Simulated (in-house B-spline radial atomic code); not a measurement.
The numbers below are computed, except where a source is named.
# C6 from the polarisability at imaginary frequency: Si III (Si2+)

wB97X linear response of the closed shell [Ne] 3s2, from an all-electron radial atomic-structure program (B-spline basis); non-relativistic, point nucleus, no spin-orbit coupling.

The dispersion coefficient of two like species is C6 = (3/π) ∫ α(iu)² du from 0 to ∞.

```json
{"u (hartree)": "0", "α(iu) (bohr³)": "11.7"}
{"u (hartree)": "0.156", "α(iu) (bohr³)": "10.02"}
{"u (hartree)": "0.364", "α(iu) (bohr³)": "6.176"}
{"u (hartree)": "0.624", "α(iu) (bohr³)": "3.309"}
{"u (hartree)": "1.04", "α(iu) (bohr³)": "1.56"}
{"u (hartree)": "1.56", "α(iu) (bohr³)": "0.8376"}
{"u (hartree)": "2.34", "α(iu) (bohr³)": "0.4649"}
{"u (hartree)": "3.64", "α(iu) (bohr³)": "0.258"}
{"u (hartree)": "5.2", "α(iu) (bohr³)": "0.1628"}
{"u (hartree)": "7.79", "α(iu) (bohr³)": "0.09423"}
{"u (hartree)": "13", "α(iu) (bohr³)": "0.04362"}
{"u (hartree)": "26", "α(iu) (bohr³)": "0.01343"}
```

(1) Fit one oscillator, α(iu) = α(0)/(1 + u²/ω²), through u = 0.364 and estimate C6.

(2) How does that compare with the full integral?

Results:

(1) From α(0)/α(iu) − 1 = 11.7/6.176 − 1 = 0.8944, ω = u/√0.8944 = 0.3849 hartree (10.5 eV). London's formula gives C6 = (3/4) α(0)² ω = 0.75 × 11.7² × 0.3849 = 39.51 hartree·bohr⁶, and the oscillator holds f = α(0) ω² = 1.73 electrons, of a sum of oscillator strengths of 12.0.

(2) The program's quadrature over all excitations gives C6 = 40.21, so the single oscillator is off by -1.7 %. At the last point the fit gives α = 0.00256 against 0.0134: higher excitations, and deeper shells where there are any, keep the true curve higher at large u.
